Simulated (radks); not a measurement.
Question: Spherical jellium clusters: N electrons in a uniform positive sphere of charge N and radius rs N^(1/3), rs = 2.43 bohr. Method: non-relativistic Kohn-Sham, LDA (Slater exchange, Perdew-Wang correlation), spin-polarised, spherical densities; computed with a radial shooting solver with Libxc functionals. Levels are named by radial order and angular momentum (1s, 1p, 1d, 2s, ...), and open shells are averaged over m. At N = 15 the configuration is 1s2 1p6 1d(up 5, down 2). The background grows by one charge. Does electron 16 go into 2s down or 1d down or 2s up?

Answer: Into 1d down. The total energies of the other choices lie higher by 0.166 eV (2s up), 0.416 eV (2s down).
